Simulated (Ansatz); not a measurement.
Total energies of Ga10As10H30, a nanocrystal cut from zinc blende GaAs (hydrogen-capped) from Ansatz at PBE0-D4/def2-TZVP, gas phase (1 Eh = 27.2114 eV = 2625.5 kJ/mol). The reference geometry is relaxed at PBE-D4/def2-SVP.

Cartesian coordinates in Å:
```
Ga 1.137 1.192 2.715
Ga 4.143 1.733 -0.607
Ga 0.679 -2.600 1.692
Ga 3.684 -2.076 -1.630
Ga 0.453 4.499 -0.271
Ga -2.476 -0.233 1.975
Ga -3.175 3.066 -1.018
Ga 0.119 0.295 -1.150
Ga -0.540 -3.742 -2.497
Ga -3.711 -1.369 -2.213
As 3.462 1.281 1.812
As 0.475 3.515 2.085
As -0.128 -0.317 1.232
As 2.532 0.145 -1.677
As 2.979 -2.738 0.732
As -0.439 -4.089 0.030
As -0.743 2.603 -1.382
As -3.349 2.005 1.298
As -3.782 -1.582 0.330
As -1.219 -1.334 -2.445
H 1.046 0.882 4.259
H 3.774 3.247 -0.815
H 5.583 1.102 -0.745
H 0.564 -3.087 3.188
H 5.234 -1.796 -1.527
H 3.000 -3.164 -2.535
H 1.978 4.590 -0.641
H -0.558 5.710 -0.197
H -2.739 -0.609 3.484
H -3.324 4.617 -0.767
H -4.128 2.177 -1.898
H 0.945 -3.973 -2.958
H -1.797 -4.572 -2.971
H -4.392 0.022 -2.483
H -4.210 -2.767 -2.750
H 4.162 2.292 2.719
H 4.165 0.047 2.370
H 1.348 4.394 2.978
H -0.834 3.783 2.820
H 2.571 0.538 -3.154
H 3.899 -2.127 1.784
H 3.388 -4.189 0.981
H 0.162 -5.464 0.316
H -1.818 -4.389 0.611
H -0.546 2.881 -2.872
H -2.900 2.968 2.393
H -4.819 1.959 1.711
H -5.227 -1.421 0.798
H -3.627 -3.033 0.775
H -1.000 -0.870 -3.885
```

| state | geometry | energy (Eh) |
| --- | --- | --- |
| charge 0 singlet | reference | -41620.64883 |
| charge 1 doublet | reference | -41620.35317 |
| charge -1 doublet | reference | -41620.68189 |
| free Ga atom (doublet) | – | -1924.55212 |
| free As atom (quartet) | – | -2235.53903 |
| free H atom (doublet) | – | -0.50104 |

Single mean-field runs in def2-TZVP are fitted with def2-universal-jkfit.

Task: Work out the vertical ionisation energy to the doublet.

Result: E(charge 1 doublet) − E(charge 0 singlet) = -41620.35317 − (-41620.64883) = 0.29566 Eh = 8.05 eV. For comparison, −ε of the highest occupied level is 7.01 eV at this level, 1.04 eV less.

Task: Work out the vertical electron affinity, to the doublet.

Result: E(charge 0 singlet) − E(charge -1 doublet) = -41620.64883 − (-41620.68189) = 0.03306 Eh = 0.90 eV. The basis lacks diffuse functions, which makes affinities too small.

Task: Give the fundamental gap IE − EA, the Mulliken electronegativity (IE + EA)/2 and the hardness (IE − EA)/2.

Result: From the values in Eh: IE − EA = 0.29566 − 0.03306 = 0.26260 Eh = 7.15 eV; (IE + EA)/2 = 4.47 eV; (IE − EA)/2 = 3.57 eV. The HOMO–LUMO gap of the same run is 5.28 eV, 1.87 eV smaller than the fundamental gap.

Task: What is the binding energy per atom against free atoms?

Result: Atoms: 10 × (-1924.55212) + 10 × (-2235.53903) + 30 × (-0.50104) = -41615.94270 Eh. Binding: -41615.94270 − (-41620.64883) = 4.70613 Eh = 128.06 eV, or 2.56 eV for each of 50 atoms (no zero-point energy, no counterpoise term).

At PBE0-D4/def2-TZVP the highest occupied level of the charge -1 doublet lies above zero (up to 0.08 eV). By energy differences its removal costs 0.90 eV (vertical, to the charge 0 singlet, at PBE0-D4/def2-TZVP); self-interaction error and the lack of diffuse functions both raise the level.
